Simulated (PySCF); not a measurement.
Atoms are numbered as in `[F:1][c:2]1[cH:3][cH:4][cH:5][c:6](/[CH:7]=[N:8]\[SiH3:9])[cH:10]1`. Each H is labelled by its parent atom.

Theoretical values (PySCF 2.14.0 with density-fitted response routines): shieldings: GIAO PBE0/pcSseg-1, coordinates at the PBE0-D3(BJ)/def2-SVP level. Single conformer, non-relativistic Hamiltonian, gas phase, averaged over atoms made equivalent by symmetry, fast rotation or ring inversion.

Referencing at the same level of theory: TMS for $^{13}$C (σref 184.41).

Do the $^{13}$C shifts follow the atomic charges (in e)? Tabulate both.

## Answers


```json
{"atoms": "C7", "hybridisation": "sp2", "δ (ppm)": "177.1", "σ para (ppm)": "-239", "Hirshfeld": "+0.06", "IAO": "+0.08", "Mulliken": "+0.30", "ESP-fitted": "+0.33"}
{"atoms": "C2", "hybridisation": "sp2", "δ (ppm)": "170.4", "σ para (ppm)": "-237", "Hirshfeld": "+0.09", "IAO": "+0.30", "Mulliken": "+0.34", "ESP-fitted": "+0.42"}
{"atoms": "C6", "hybridisation": "sp2", "δ (ppm)": "141.9", "σ para (ppm)": "-221", "Hirshfeld": "-0.01", "IAO": "-0.04", "Mulliken": "-0.27", "ESP-fitted": "+0.16"}
{"atoms": "C4", "hybridisation": "sp2", "δ (ppm)": "136.2", "σ para (ppm)": "-208", "Hirshfeld": "-0.04", "IAO": "-0.14", "Mulliken": "-0.07", "ESP-fitted": "-0.00"}
{"atoms": "C5", "hybridisation": "sp2", "δ (ppm)": "134.0", "σ para (ppm)": "-201", "Hirshfeld": "-0.05", "IAO": "-0.15", "Mulliken": "-0.03", "ESP-fitted": "-0.39"}
{"atoms": "C3", "hybridisation": "sp2", "δ (ppm)": "123.9", "σ para (ppm)": "-198", "Hirshfeld": "-0.06", "IAO": "-0.18", "Mulliken": "-0.14", "ESP-fitted": "-0.35"}
{"atoms": "C10", "hybridisation": "sp2", "δ (ppm)": "118.2", "σ para (ppm)": "-192", "Hirshfeld": "-0.06", "IAO": "-0.17", "Mulliken": "-0.09", "ESP-fitted": "-0.33"}
```

Correlation coefficients of δ with charge over these carbons: Hirshfeld +0.96, IAO +0.88, Mulliken +0.82, ESP-fitted +0.90; with the paramagnetic shielding -0.98. With so few points these coefficients are fragile. Charge is one influence among several: hybridisation and low-lying excitations act through the paramagnetic term.

Shifts are as computed. Against solution values, carbons near 30 ppm lie about +2 ppm off and those near 130 ppm about +5 ppm. Of 1211 compounds with measured shifts, 218 miss one by over three times the rms of a fit or turn the order of signals round; such compounds aren't used in these exercises.
